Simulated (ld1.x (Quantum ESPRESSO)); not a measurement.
Cutoff test, Tc (Z = 43), TM

technetium (Tc), norm-conserving Troullier–Martins (Kleinman–Bylander form), made with ld1.x (Quantum ESPRESSO) 7.5 (PBE, scalar-relativistic). Core [Kr], reference 4d5 5s2 5p0. Waves: 5s (bound): rc 2.95 bohr; 5p (bound, empty): rc 3.10 bohr; 4d (bound): rc 1.35 bohr. Local part: all-electron potential smoothed inside 2.80 bohr (lloc = -1). Core correction: none.

The pseudo-atom Hamiltonian at the reference potential is diagonalised in spherical Bessel functions j_l(qr) that vanish at 20 bohr, with q² up to the cutoff. All-electron valence levels (Ry): 5s -0.3706, 5p -0.1028, 4d -0.4896.

Problem. How do the lowest levels (Ry) of each channel move with the cutoff, and are there ghosts?

Solution.

```csv
cutoff (Ry),s #1,p #1,p #2,d #1,d #2,f #1,f #2,Σ f·Δε (mRy)
8,-0.3685,-0.1028,0.0472,0.0198,0.0841,0.1081,0.2272,2551.7
12,-0.3699,-0.1028,0.0472,-0.0562,0.0663,0.1081,0.2272,2168.7
21,-0.3705,-0.1028,0.0471,-0.3211,0.0575,0.1081,0.2272,843.2
30,-0.3706,-0.1028,0.0471,-0.4361,0.0563,0.1081,0.2272,267.5
40,-0.3706,-0.1028,0.0471,-0.4804,0.0559,0.1081,0.2272,46.0
50,-0.3706,-0.1028,0.0471,-0.4881,0.0558,0.1081,0.2272,7.9
70,-0.3706,-0.1028,0.0471,-0.4896,0.0558,0.1081,0.2272,0.3
90,-0.3706,-0.1028,0.0471,-0.4896,0.0558,0.1081,0.2272,0.2
400,-0.3706,-0.1028,0.0471,-0.4896,0.0558,0.1081,0.2272,0.0
```

Result: no extra level below or beside the all-electron valence levels (s, p, d, f tested); 10 mRy is reached at 50 Ry and 1 mRy at 70 Ry.
